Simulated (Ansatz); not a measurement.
One change: `BN(C=C)[SiH2][SiH3]` becomes `BNC=C`.

Ansatz, PBE0-D4/def2-TZVP geometries, multiplicity 1. Each molecule was computed in one conformer, which needn't be the lowest.

```json
{"property": "LUMO energy (PBE0/def2-TZVPP) / eV", "`BN(C=C)[SiH2][SiH3]`": "-0.72"}
{"property": "size of the dipole moment (ωB97M-V/def2-TZVPP) / D", "`BN(C=C)[SiH2][SiH3]`": "0.76"}
{"property": "HOMO energy (B3LYP/def2-TZVPP) / eV", "`BN(C=C)[SiH2][SiH3]`": "-6.86"}
{"property": "size of the dipole moment (B3LYP/def2-TZVPP) / D", "`BN(C=C)[SiH2][SiH3]`": "0.81"}
{"property": "vertical ionisation energy (CCSD(T)/CBS(def2)) / eV", "`BN(C=C)[SiH2][SiH3]`": "9.19"}
{"property": "HOMO–LUMO gap (PBE/def2-TZVPP) / eV", "`BN(C=C)[SiH2][SiH3]`": "4.38"}
```

**Question.** What does the change do to each property? (An estimate is asked.)

**Answer.** Computed: 
```tsv
property	`BNC=C`	shift
LUMO energy (PBE0/def2-TZVPP) / eV	-0.54	0.18
size of the dipole moment (ωB97M-V/def2-TZVPP) / D	1.12	0.36
HOMO energy (B3LYP/def2-TZVPP) / eV	-6.67	0.19
size of the dipole moment (B3LYP/def2-TZVPP) / D	1.16	0.35
vertical ionisation energy (CCSD(T)/CBS(def2)) / eV	9.26	0.07
HOMO–LUMO gap (PBE/def2-TZVPP) / eV	4.36	-0.02
```

The zero-point energy changes by -83.8 kJ/mol with -18 modes. Dipoles are sizes alone; their direction can turn.

B3LYP here is the variant with VWN-RPA as its local correlation; programs differ in this.
